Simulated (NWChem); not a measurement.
System: CH4GeO2; SMILES C(=O)[O][GeH3]

```xyz
8

O      0.8690     1.8597     0.0000
C     -0.3384     1.7504     0.0000
O     -1.0046     0.5982     0.0000
Ge     0.1006    -0.9044     0.0000
H     -1.0297     2.6084     0.0000
H      0.9437    -0.9058    -1.2873
H      0.9437    -0.9058     1.2873
H     -0.9621    -2.0206     0.0000
```
Atoms are numbered in this order, from 1.

Computed with NWChem. Medium grid unless said otherwise, to which SCAN and Minnesota functionals are sensitive. Structure relaxed at the B3LYP/6-31G* (spherical d) level. Hybrids' shares of exact exchange are those that their runs print; pure functionals count as 0. The functionals differ in more than this share.

```
row               share of exact exchange  orbital gap (eV)
----------------  -----------------------  ----------------
PBE/def2-TZVP                        0.00              5.43
r2SCAN/def2-TZVP                     0.00              6.03
B3LYP/def2-TZVP                      0.20          withheld
PBE0/def2-TZVP                       0.25              8.26
M06-2X/def2-TZVP                     0.54             10.86
```

Q: Fit a straight line of the last column on the one before it, predict the withheld value, and compare with the run.

A: 
1. Means of the 4 shown rows: x = 0.198, y = 7.645. Slope Σ(x − x̄)(y − ȳ)/Σ(x − x̄)² = 1.890/0.1981 = 9.541; intercept 5.761.
2. The shown rows scatter about the line by 0.222 (root mean square); the largest residual is -0.33, at PBE/def2-TZVP.
3. At x = 0.20 (B3LYP/def2-TZVP; inside the shown range) the line gives 7.67.
4. The run gives 7.70, +0.03 from the line, 0.1 times the scatter.
